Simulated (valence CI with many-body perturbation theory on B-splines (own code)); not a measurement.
**E1 line list for Gd LIX**

Method: configuration interaction combined with many-body perturbation theory (CI+MBPT): four valence electrons over a frozen Dirac-Fock core [He], a basis of 11 s, 11 p, 10 d, 8 f, 5 g, 2 h functions for each j, with the one-electron correlation potential Σ1, the two-electron term Σ2, the three-electron term Σ3, Breit, model QED; selected CI, second order for the rest, scaled by the run's own slope (own B-spline code, finite nucleus).

No measured spectrum was set against this ion. As an estimate, large intervals hold to a few tenths of a per cent, small ones and those within an open d or f shell to about a per cent. Among the levels kept, up to 920 cm⁻¹ of a level comes from second order outside the variational space, and about a tenth of that is noise between levels of different J, which matters for small intervals.

Lines 1 to 50 of 551 in falling wavelength, among levels below 9798.9 eV, chosen from the strongest by gf and those to the six lowest levels. Wavelengths and rates use the calculated energies. Electric multipoles are in the length gauge, E1 and E2 with the static RPA response of the core. Weak lines are less certain than strong ones. Lines between different terms over intervals too small for the method are left out, as are lines whose strength nearly cancels. The highest levels of a list are the least certain.

Levels are named by their leading jj configuration (3d3/2^4 stands for four electrons in 3d with j = 3/2), which in mixed levels can hold well under half, so a name can repeat and another be missing. Letters in brackets count levels of one name in rising energy.

| λ vac (Å) | Upper | Lower | A (s⁻¹) | S (a.u.) with core polarisation | S without |
| --- | --- | --- | --- | --- | --- |
| 135.6 | (2s 2p3/2^2 3p1/2) J=2 [a] | (2s 2p3/2^2 3s) J=3 | 8.23e+09 | 5.07e-02 | 5.07e-02 |
| 114.4 | (2s 2p1/2 2p3/2 3p1/2) J=2 [b] | (2s 2p1/2 2p3/2 3s) J=3 | 1.20e+10 | 4.44e-02 | 4.44e-02 |
| 101.8 | (2s 2p3/2^2 3d5/2) J=3 [c] | (2s 2p3/2^2 3p3/2) J=2 [c] | 1.73e+10 | 6.30e-02 | 6.30e-02 |
| 101.6 | (2s 2p1/2 2p3/2 3d5/2) J=3 [c] | (2s 2p1/2 2p3/2 3p3/2) J=2 [d] | 1.60e+10 | 5.81e-02 | 5.81e-02 |
| 101.5 | (2s 2p1/2 2p3/2 3d5/2) J=5 | (2s 2p1/2 2p3/2 3p3/2) J=4 | 2.24e+10 | 1.27e-01 | 1.27e-01 |
| 101.5 | (2s 2p1/2 2p3/2 3d5/2) J=4 [a] | (2s 2p1/2 2p3/2 3p3/2) J=3 [a] | 1.47e+10 | 6.83e-02 | 6.83e-02 |
| 101.0 | (2s 2p1/2 2p3/2 3d5/2) J=2 [b] | (2s 2p1/2 2p3/2 3p3/2) J=1 [c] | 1.56e+10 | 3.96e-02 | 3.96e-02 |
| 100.7 | (2s 2p3/2^2 3d5/2) J=5 | (2s 2p3/2^2 3p3/2) J=4 | 2.17e+10 | 1.21e-01 | 1.21e-01 |
| 100.6 | (2p1/2^2 2p3/2 3d5/2) J=4 | (2p1/2^2 2p3/2 3p3/2) J=3 | 2.46e+10 | 1.11e-01 | 1.11e-01 |
| 100.4 | (2s 2p1/2^2 3d5/2) J=3 | (2s 2p1/2^2 3p3/2) J=2 | 2.33e+10 | 8.13e-02 | 8.13e-02 |
| 100.0 | (2p1/2^2 2p3/2 3d5/2) J=3 | (2p1/2^2 2p3/2 3p3/2) J=2 | 2.07e+10 | 7.16e-02 | 7.16e-02 |
| 99.99 | (2s^2 2p1/2 3d5/2) J=2 | (2s^2 2p1/2 3p3/2) J=1 | 1.66e+10 | 4.10e-02 | 4.10e-02 |
| 99.96 | (2s^2 2p3/2 3d5/2) J=4 | (2s^2 2p3/2 3p3/2) J=3 | 1.86e+10 | 8.24e-02 | 8.24e-02 |
| 99.91 | (2p1/2 2p3/2^2 3d5/2) J=4 | (2p1/2 2p3/2^2 3p3/2) J=3 [a] | 2.36e+10 | 1.05e-01 | 1.05e-01 |
| 99.81 | (2s 2p3/2^2 3d5/2) J=4 [b] | (2s 2p3/2^2 3p3/2) J=3 [b] | 1.83e+10 | 8.10e-02 | 8.10e-02 |
| 98.39 | (2s 2p1/2 2p3/2 3d5/2) J=3 [d] | (2s 2p1/2 2p3/2 3p3/2) J=2 [e] | 1.87e+10 | 6.15e-02 | 6.15e-02 |
| 97.84 | (2s 2p3/2^2 3d5/2) J=3 [b] | (2s 2p3/2^2 3p3/2) J=2 [b] | 2.07e+10 | 6.71e-02 | 6.71e-02 |
| 97.71 | (2s 2p1/2 2p3/2 3d5/2) J=4 [b] | (2s 2p1/2 2p3/2 3p3/2) J=3 [b] | 1.99e+10 | 8.27e-02 | 8.27e-02 |
| 97.56 | (2s 2p3/2^2 3d5/2) J=2 [b] | (2s 2p3/2^2 3p3/2) J=1 [b] | 1.56e+10 | 3.59e-02 | 3.59e-02 |
| 96.99 | (2s 2p1/2 2p3/2 3d5/2) J=4 [c] | (2s 2p1/2 2p3/2 3p3/2) J=3 [c] | 2.45e+10 | 9.94e-02 | 9.94e-02 |
| 95.17 | (2s^2 2p1/2 3d5/2) J=3 | (2s^2 2p1/2 3p3/2) J=2 | 2.52e+10 | 7.49e-02 | 7.49e-02 |
| 93.25 | (2s 2p1/2 2p3/2 3d5/2) J=3 [a] | (2s 2p1/2 2p3/2 3p3/2) J=2 [a] | 1.80e+10 | 5.04e-02 | 5.04e-02 |
| 92.95 | (2s 2p3/2^2 3d5/2) J=4 [a] | (2s 2p3/2^2 3p3/2) J=3 [a] | 1.45e+10 | 5.19e-02 | 5.19e-02 |
| 92.85 | (2p1/2^2 2p3/2 3d5/2) J=2 | (2p1/2^2 2p3/2 3p3/2) J=1 | 1.85e+10 | 3.66e-02 | 3.66e-02 |
| 91.97 | (2s 2p1/2^2 3d5/2) J=2 | (2s 2p1/2^2 3p3/2) J=1 | 2.72e+10 | 5.23e-02 | 5.23e-02 |
| 68.13 | (2s 2p1/2 2p3/2^2) J=2 [a] | (2s^2 2p3/2^2) J=2 | 1.52e+09 | 1.18e-03 | 1.18e-03 |
| 65.15 | (2s 2p1/2 2p3/2 3p3/2) J=4 | (2s^2 2p3/2 3p3/2) J=3 | 2.56e+10 | 3.14e-02 | 3.14e-02 |
| 62.16 | (2p1/2 2p3/2^2 3p3/2) J=4 | (2s 2p3/2^2 3p3/2) J=3 [b] | 4.06e+10 | 4.33e-02 | 4.33e-02 |
| 55.74 | (2s 2p1/2^2 2p3/2) J=2 | (2s^2 2p1/2 2p3/2) J=2 | 9.08e+09 | 3.88e-03 | 3.89e-03 |
| 55.69 | (2s 2p1/2 2p3/2^2) J=3 | (2s^2 2p3/2^2) J=2 | 1.18e+10 | 7.03e-03 | 7.05e-03 |
| 54.88 | (2p1/2^2 2p3/2 3p3/2) J=3 | (2s 2p1/2 2p3/2 3p3/2) J=2 [d] | 6.17e+10 | 3.52e-02 | 3.53e-02 |
| 51.69 | (2s 2p1/2^2 2p3/2) J=2 | (2s^2 2p1/2 2p3/2) J=1 | 1.35e+10 | 4.59e-03 | 4.60e-03 |
| 50.47 | (2p1/2 2p3/2^2 3p3/2) J=2 [c] | (2s 2p3/2^2 3p3/2) J=1 [b] | 7.45e+10 | 2.36e-02 | 2.37e-02 |
| 49.83 | (2p1/2 2p3/2^2 3p3/2) J=3 [b] | (2s 2p3/2^2 3p3/2) J=2 [a] | 4.75e+10 | 2.03e-02 | 2.03e-02 |
| 48.12 | (2p1/2^2 2p3/2 3p3/2) J=1 | (2s 2p1/2 2p3/2 3p3/2) J=1 [b] | 1.77e+11 | 2.92e-02 | 2.92e-02 |
| 47.41 | (2s 2p3/2^2 3p3/2) J=3 [a] | (2s 2p3/2^2 3s) J=2 [a] | 6.55e+10 | 2.41e-02 | 2.41e-02 |
| 46.75 | (2p1/2^2 2p3/2 3d3/2) J=2 | (2s 2p1/2 2p3/2 3d3/2) J=2 [b] | 7.31e+10 | 1.84e-02 | 1.85e-02 |
| 46.67 | (2s 2p1/2 2p3/2 3d3/2) J=3 [b] | (2s 2p1/2 2p3/2 3p1/2) J=2 [b] | 8.14e+10 | 2.86e-02 | 2.86e-02 |
| 46.53 | (2p1/2 2p3/2^2 3d3/2) J=3 [b] | (2p1/2 2p3/2^2 3p1/2) J=2 [b] | 1.00e+11 | 3.49e-02 | 3.49e-02 |
| 46.34 | (2s 2p1/2 2p3/2 3p3/2) J=2 [b] | (2s 2p1/2 2p3/2 3s) J=2 [b] | 9.17e+10 | 2.25e-02 | 2.25e-02 |
| 46.22 | (2p1/2 2p3/2^2 3d3/2) J=2 [b] | (2p1/2 2p3/2^2 3p1/2) J=2 [b] | 1.34e+11 | 3.26e-02 | 3.26e-02 |
| 46.03 | (2s 2p1/2 2p3/2 3d3/2) J=2 [d] | (2s 2p1/2 2p3/2 3p1/2) J=1 [c] | 7.89e+10 | 1.90e-02 | 1.90e-02 |
| 45.58 | (2p1/2^2 2p3/2 3d3/2) J=3 | (2s 2p1/2 2p3/2 3d3/2) J=2 [b] | 6.87e+10 | 2.25e-02 | 2.25e-02 |
| 45.47 | (2p1/2^2 2p3/2 3p3/2) J=3 | (2s 2p1/2 2p3/2 3p3/2) J=2 [c] | 1.09e+11 | 3.55e-02 | 3.55e-02 |
| 45.23 | (2p1/2 2p3/2^2 3d3/2) J=1 [b] | (2p1/2 2p3/2^2 3p1/2) J=2 [b] | 1.51e+11 | 2.07e-02 | 2.07e-02 |
| 45.17 | (2s 2p1/2 2p3/2 3p3/2) J=1 [a] | (2s 2p1/2 2p3/2 3s) J=1 [a] | 1.25e+11 | 1.70e-02 | 1.70e-02 |
| 45.13 | (2s^2 2p1/2 3d3/2) J=1 | (2s^2 2p1/2 3p1/2) J=0 | 1.34e+11 | 1.83e-02 | 1.83e-02 |
| 45.10 | (2p1/2 2p3/2^2 3d3/2) J=4 | (2s 2p3/2^2 3d3/2) J=3 [a] | 8.38e+10 | 3.41e-02 | 3.42e-02 |
| 44.55 | (2s 2p1/2 2p3/2 3d3/2) J=2 [a] | (2s 2p1/2 2p3/2 3p1/2) J=2 [a] | 9.35e+10 | 2.04e-02 | 2.04e-02 |
| 44.45 | (2p1/2 2p3/2^2 3p3/2) J=3 [b] | (2p1/2 2p3/2^2 3s) J=3 | 1.78e+11 | 5.39e-02 | 5.39e-02 |
